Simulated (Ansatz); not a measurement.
Two isomers of C3H11BSi: A = `C[SiH2]B(C)C`, B = `CB[SiH2]CC`.

Gas-phase electronic energies from Ansatz, PBE0-D4/def2-TZVP geometries. CCSD(T)/CBS adds triple-zeta CCSD(T) − MP2 to the extrapolated MP2 energy (def2 sets, frozen cores). Functionals use def2-TZVPP. B3LYP here is the variant with VWN-RPA as its local correlation; programs differ in this. One conformer a species, not always the lowest.

A:

```xyz
16

C    -1.569   -1.614   -1.063
Si   -1.184    0.184   -0.670
B     0.545    0.492    0.349
C     1.106    1.945    0.464
C     1.296   -0.695    1.033
H    -2.523   -1.714   -1.585
H    -0.791   -2.047   -1.696
H    -1.622   -2.207   -0.146
H    -2.300    0.753    0.152
H    -1.174    0.976   -1.939
H     1.778    2.048   -0.404
H     1.728    2.115    1.348
H     0.372    2.748    0.368
H     2.342   -0.489    1.279
H     0.776   -0.842    1.995
H     1.220   -1.653    0.514
```

B:

```xyz
16

C    -0.951   -0.334   -2.044
B    -0.057    0.851   -1.587
Si    1.142    0.831    0.039
C     0.765   -0.546    1.270
C    -0.602   -0.393    1.931
H    -1.882   -0.021   -2.526
H    -0.367   -0.812   -2.849
H    -1.158   -1.107   -1.302
H    -0.007    1.816   -2.303
H     2.548    0.694   -0.461
H     1.072    2.146    0.747
H     1.554   -0.567    2.029
H     0.828   -1.505    0.743
H    -0.808   -1.208    2.630
H    -0.669    0.544    2.491
H    -1.408   -0.386    1.192
```

(1) Which is lower in electronic energy at CCSD(T)/CBS, and by how much? (Estimate.)

(2) Give E(B) − E(A) in kcal/mol with r2SCAN-D4, B3LYP-D4, B3LYP, PBE0-D4, CCSD(T)/def2-TZVPP, HF/def2-TZVPP, ωB97M-V. (An estimate is asked.)

Largest T1 diagnostic: 0.011.

Results:

(1) The calculation gave: A, by 14.6 kcal/mol.

(2) Ansatz gave: r2SCAN-D4 16.1, B3LYP-D4 15.0, B3LYP 15.0, PBE0-D4 15.3, CCSD(T)/def2-TZVPP 14.4, HF/def2-TZVPP 13.3, ωB97M-V 15.1. None reverses the order clearly.

In def2-TZVPP, CCSD(T) changes the Hartree–Fock value by +1.1 kcal/mol (the triples alone add +0.2 kcal/mol) and MP2 by +1.5 kcal/mol.
